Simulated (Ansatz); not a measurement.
Born–Oppenheimer molecular dynamics of CH7FOSi2 (12 atoms, charge 0, multiplicity 1). It starts from a relaxed structure.

Level of theory: RHF/STO-3G in Ansatz.

| Property | Result |
| --- | --- |
| ensemble | NVT, Langevin thermostat |
| time step | 1 fs |
| steps asked | 250 |
| set temperature | 200 K |
| friction | 0.02 /fs |
| seed | 274552 |

First frame:

```xyz
12
Properties=species:S:1:pos:R:3
Si 0.054 -0.221 0.007
H 0.361 -0.481 1.376
O 1.416 -0.172 -0.899
Si 2.649 -1.268 -0.953
H 2.206 -2.506 -1.502
H 3.687 -0.735 -1.768
H 3.157 -1.526 0.354
F -0.595 1.247 -0.113
C -1.155 -1.487 -0.611
H -2.079 -1.442 -0.050
H -1.398 -1.335 -1.654
H -0.763 -2.490 -0.509
```

What does the run give?

The run went to its last step.

* steps done: 250
* time covered: 250 fs
* mean temperature over the second half: 202 K
* spread of the potential energy over the second half: 3.9 meV per atom
* mean potential energy of the second half above the start: 20.5 meV per atom

A run of 0.25 ps of so small a system gives no equilibrium averages. Limits of this set-up: minimal basis.

What happens to the structure?

The same pairs are bonded in the first frame and the last. Pairs count as bonded within 1.25 times the sum of covalent radii (0.12 Å more for H–H). Another seed would give other details.

How do temperature and energy run in time?


```
time (fs)  T (K)  potential energy less start (eV)
      0.0    183                             0.000
      8.0     77                             0.224
     16.0    169                             0.129
     24.0    128                             0.216
     32.0    111                             0.198
     40.0    145                             0.192
     48.0    137                             0.166
     56.0    171                             0.210
     64.0    173                             0.218
     72.0    186                             0.193
     80.0    190                             0.197
     88.0    201                             0.248
     96.0    163                             0.311
    104.0    253                             0.180
    112.0    172                             0.338
    120.0    221                             0.249
    128.0    222                             0.211
    136.0    248                             0.156
    144.0    212                             0.269
    152.0    261                             0.222
    160.0    195                             0.279
    168.0    126                             0.318
    176.0    163                             0.242
    184.0    203                             0.222
    192.0    253                             0.242
    200.0    244                             0.288
    208.0    193                             0.335
    216.0    212                             0.261
    224.0    158                             0.210
    232.0    186                             0.210
    240.0    197                             0.211
    248.0    177                             0.238
```

Run time: 110 s on 1 thread of AMD EPYC 9R45 96-Core Processor (Zen 5) (shared host), peak memory 0.11 GiB.
